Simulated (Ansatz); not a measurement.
Barrier from R1 to the saddle point P1, each structure at its B3LYP-D3(BJ)/def2-TZVP stationary point, reached from a drawn start; harmonic modes at that level show the others as minima.
R1, C2H6 (SMILES CC) (charge 0, multiplicity 1):
```xyz
8

C      0.000     0.000     0.763
H      1.017     0.000     1.160
H     -0.509     0.881     1.160
H     -0.509    -0.881     1.160
C      0.000     0.000    -0.763
H      0.509     0.881    -1.160
H     -1.017     0.000    -1.160
H      0.509    -0.881    -1.160
```
P1, C2H6, a first-order saddle point (one imaginary mode, 300i cm⁻¹) (charge 0, multiplicity 1, Z-matrix in Å and degrees):
```
C
H 1 1.0907
H 1 1.0907 2 107.09
H 1 1.0907 2 107.09 3 -114.59
C 1 1.5401 2 111.76 4 -122.71
H 5 1.0907 1 111.76 2 0.00
H 5 1.0907 6 107.09 1 122.71
H 5 1.0907 6 107.09 7 114.59
```

P less R. No zero-point or thermal terms. No path was followed down from the saddle.

Correlated levels freeze the cores.

The values were computed with Ansatz (a quantum-chemistry and plane-wave program) with Gaussian orbitals. All values are computed, each at the level named.

Total energies in hartree:

| structure | PBE/def2-TZVPP | PBE0/def2-TZVPP | CCSD(T)/cc-pVQZ |
|---|---|---|---|
| R1 | -79.732725 | -79.752048 | -79.698711 |
| P1 | -79.728614 | -79.747752 | -79.694367 |

Task: Work out the barrier height at each level in kcal/mol (1 hartree = 627.50947 kcal/mol), and say how far PBE/def2-TZVPP lies from CCSD(T)/cc-pVQZ.

Result: 
- PBE/def2-TZVPP: (-79.728614) − (-79.732725) = 0.004111 hartree = 2.58 kcal/mol
- PBE0/def2-TZVPP: (-79.747752) − (-79.752048) = 0.004296 hartree = 2.70 kcal/mol
- CCSD(T)/cc-pVQZ: (-79.694367) − (-79.698711) = 0.004344 hartree = 2.73 kcal/mol
PBE/def2-TZVPP less CCSD(T)/cc-pVQZ: -0.15 kcal/mol. CCSD(T)/cc-pVQZ is the level counted from, the highest shown, and no exact or measured value.
